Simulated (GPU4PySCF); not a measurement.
GPU4PySCF input file for pyrene (C16H10), SMILES c1cc2cccc3ccc4c(c32)c1ccc4, PBE/pcSseg-1. Geometry optimised at ωB97X-D3(BJ)/def2-TZVP.

```python
import numpy as np
import cupy as cp
from pyscf import gto, lo
from gpu4pyscf import dft
from gpu4pyscf.properties import shielding

mol = gto.M(
    atom='''
    C    -0.00000000    0.00000000    3.50771280
    C     0.00000000   -1.20474163    2.81855333
    C     0.00000000   -1.22542031    1.42317301
    C    -0.00000000   -2.45880734    0.67390450
    C     0.00000000   -2.45880734   -0.67390450
    C    -0.00000000   -1.22542032   -1.42317300
    C     0.00000000   -1.20474163   -2.81855333
    C     0.00000000   -0.00000000   -3.50771280
    C    -0.00000000    1.20474163   -2.81855333
    C    -0.00000000    1.22542031   -1.42317301
    C     0.00000000    2.45880734   -0.67390450
    C    -0.00000000    2.45880734    0.67390450
    C     0.00000000    1.22542032    1.42317300
    C    -0.00000000    1.20474163    2.81855333
    C     0.00000000    0.00000000    0.71472797
    C    -0.00000000   -0.00000000   -0.71472797
    H     0.00000000    0.00000000    4.59232892
    H     0.00000001   -2.14425057    3.36202346
    H    -0.00000000   -3.39353758    1.22560520
    H    -0.00000000   -3.39353758   -1.22560520
    H    -0.00000000   -2.14425058   -3.36202346
    H    -0.00000000   -0.00000000   -4.59232892
    H    -0.00000001    2.14425057   -3.36202346
    H     0.00000000    3.39353758   -1.22560520
    H     0.00000000    3.39353758    1.22560520
    H     0.00000000    2.14425058    3.36202346
    ''',
    basis='pcSseg-1',
    charge=0,
    spin=0,
    max_memory=12000,
    verbose=3,
)
mf = dft.RKS(mol, xc='pbe').density_fit(auxbasis='def2-universal-jkfit')
mf.grids.atom_grid = (99, 590)
mf.conv_tol = 1e-10
mf.max_cycle = 100
mf.kernel()
dia, para = shielding.eval_shielding(mf)
sigma = (dia + para).get()
print('atom   isotropic/ppm   span/ppm')
for i, s in enumerate(sigma):
    w = np.linalg.eigvalsh((s + s.T) / 2)
    print(f'{mol.atom_symbol(i):2s}{i + 1:3d} {w.mean():14.3f} {w[2] - w[0]:11.3f}')
```

Program output:

```
converged SCF energy = -614.916675339394
atom   isotropic/ppm   span/ppm
C   1         52.490     225.664
C   2         53.092     197.099
C   3         48.457     214.644
C   4         49.498     192.866
C   5         49.498     192.866
C   6         48.457     214.644
C   7         53.092     197.099
C   8         52.490     225.664
C   9         53.092     197.099
C  10         48.457     214.644
C  11         49.498     192.866
C  12         49.498     192.866
C  13         48.457     214.644
C  14         53.092     197.099
C  15         56.764     207.462
C  16         56.764     207.462
H  17         23.213       8.732
H  18         23.152      10.512
H  19         23.272      10.102
H  20         23.272      10.102
H  21         23.152      10.512
H  22         23.213       8.732
H  23         23.152      10.512
H  24         23.272      10.102
H  25         23.272      10.102
H  26         23.152      10.512
```

The run converged.
